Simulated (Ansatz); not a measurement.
Z-matrix (Å, degrees):
```
C
C 1 1.507
H 1 1.089 2 111.5
H 1 1.090 2 109.2 3 -120.4
H 1 1.092 2 110.2 3 120.9
F 2 1.390 1 109.4 3 61.6
C 2 1.517 1 115.4 3 -61.1
H 2 1.096 1 110.4 3 178.6
F 7 1.379 2 108.7 1 -163.2
C 7 1.519 2 114.8 1 77.9
H 7 1.096 2 109.9 1 -44.9
F 10 1.351 7 109.1 2 -179.9
F 10 1.356 7 109.6 2 -62.5
H 10 1.092 7 112.7 2 59.1
```

Total charge 0; spin multiplicity 1.

Q: List the r2SCAN/def2-TZVPP orbital energies in eV (Ansatz 0.2.0). (Best estimate.)

A: The calculation gave: Occupied: -667.00, -666.84, -666.52, -666.29, -277.71, -275.90, -275.81, -273.41, -33.52, -32.20, -31.90, -31.74, -21.46, -19.67, -17.61, -16.20, -14.72, -14.47, -14.13, -13.32, -12.91, -12.69, -11.68, -11.13, -10.78, -10.66, -10.34, -10.08, -9.94, -9.84, -8.76, -8.60, -8.07. Lowest empty: 0.58, 1.01, 1.62, 2.20, 2.35, 2.86, 3.05, 3.29.
